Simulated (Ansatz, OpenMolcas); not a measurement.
# How methods differ on BCl3 (boron trichloride)

BCl3: 4 atoms, total charge 0, spin state singlet. As SMILES, `ClB(Cl)Cl`. Geometry: relaxed at PBE0-D4/def2-TZVP.

```xyz
4

Cl   -0.2579    0.5164    1.6383
B     0.0000    0.0000    0.0000
Cl    0.9420   -1.4231   -0.3240
Cl   -0.6841    0.9066   -1.3143
```

Quantity: the energy change with the Cl1–B2 bond stretched from 1.737 to 3.822 Å, in eV. The values are calculated.

```tsv
level	kind	program	value (eV)	CPU time (all runs)
HF/6-311+G** (restricted)	Hartree–Fock	Ansatz	6.13	7 s
PBE/6-311+G** (restricted)	GGA	Ansatz	4.71	19 s
r2SCAN/6-311+G** (restricted)	meta-GGA	Ansatz	5.05	34 s
B3LYP/6-311+G** (restricted)	global hybrid	Ansatz	4.94	22 s
wB97X/6-311+G** (restricted)	range-separated hybrid	Ansatz	5.83	69 s
B2PLYP/6-311+G** (restricted)	double hybrid	OpenMolcas	5.08	52 s
RPA@PBE/6-311+G** (restricted)	RPA	Ansatz	4.36	45 s
MP2/6-311+G** (restricted)	perturbation theory	OpenMolcas	5.76	24 s
CCSD/6-311+G** (restricted)	coupled cluster or CI	Ansatz	5.43	56 s
```

The first shape isn't each level's own minimum. The values span 4.36 to 6.13 eV. CPU times are rough (shared hosts, several kinds of processor): they show what a rung costs within a factor of a few.
